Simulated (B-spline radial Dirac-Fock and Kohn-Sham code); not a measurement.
# Dipole and non-dipole photoemission parameters of Re⁶⁺ 3p3/2

System: Re⁶⁺, configuration 1s2 2s2 2p6 3s2 3p6 3d10 4s2 4p6 4d10 4f14 5s2 5p6 5d1; threshold 2443.2 eV (orbital energy of the model). Calculated with a radial finite-basis atomic code, using Dirac-Hartree-Slater photoionisation with a Latter tail; cross sections with all multipoles, angular parameters from the dipole term and its interference with E2.

Input file task.json (cfg lists n, l and occupation; rrms is the nuclear radius in fm):

```json
{"items": [{
  "Z": 75,
  "q": 6,
  "cfg": [[1, 0, 2], [2, 0, 2], [2, 1, 6], [3, 0, 2], [3, 1, 6], [3, 2, 10], [4, 0, 2], [4, 1, 6], [4, 2, 10], [4, 3, 14], [5, 0, 2], [5, 1, 6], [5, 2, 1]],
  "A": 187,
  "rrms": 5.3698,
  "do": "xps",
  "hv": [53.8, 60, 63.0, 72.2, 79.1, 100, 142.0, 150, 152.0, 160.0, 178.0, 317.0, 400, 401.0, 407.0, 568.0, 600, 720.0, 865.0, 2230.0, 2300.0, 2460.0, 2984.4, 3770.0, 4040.0, 5910.0, 8047.8, 9251.7, 9350.0, 13300.0]
}]}
```

Command: `python xray2_run.py task.json out`

| hν (eV) | σ (kb) | β | γ | δ |
| --- | --- | --- | --- | --- |
| 2460 | 122 | 0.280 | -0.152 | 0.226 |
| 2984.4 | 91.5 | 1.238 | 0.316 | 0.055 |
| 3770 | 61.1 | 1.506 | 0.045 | 0.014 |
| 4040 | 53.8 | 1.550 | -0.006 | 0.011 |
| 5910 | 25.1 | 1.670 | 0.011 | 0.015 |
| 8047.8 | 12.7 | 1.690 | 0.304 | 0.022 |
| 9251.7 | ? | ? | ? | ? |
| 9350 | 8.91 | 1.684 | 0.509 | 0.027 |
| 13300 | 3.73 | 1.637 | 1.082 | 0.041 |

Q: Give the values at Ga Kα (9251.7 eV).

A: σ = 9.14 kb, β = 1.684, γ = 0.494, δ = 0.026.
